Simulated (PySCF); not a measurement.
CuC: from constants to spectrum

PBE0 constants of CuC, ⁴Σ⁻ (quartet), unpaired electrons σ ↑, π ↑↑ (basis Cu cc-pVDZ-PP with ECP10, C cc-pVDZ; scalar-relativistic core potentials; PySCF 2.14; masses 62.9296 and 12.0000 u):

```
ωe                      : 633.1 cm⁻¹
ωexe                    : 5.04 cm⁻¹
Be                      : 0.52644 cm⁻¹
αe                      : 0.00576 cm⁻¹
D (centrifugal)         : 1.46e-06 cm⁻¹
De to Cu (3d10 4s1) + C : 2.46 eV
```

Give the vibrational terms G(v) and spacings up to v = 6.

G(v) = ωe(v+½) − ωexe(v+½)².

```
v  G(v) (cm⁻¹)  G(v) − G(v−1)  Bv (cm⁻¹)
0          315                    0.5236
1          938            623     0.5178
2         1551            613     0.5120
3         2154            603     0.5063
4         2747            593     0.5005
5         3330            583     0.4948
6         3902            573     0.4890
```

How well does the Morse estimate ωe²/(4ωexe) reproduce De, and what is D0?

It gives 2.47 eV, 100 % of the computed De. D0 = De − G(0) = 2.46 − 0.04 = 2.42 eV.

With d or f electrons several states lie close, and the lowest PBE0 determinant need not be the measured ground state.
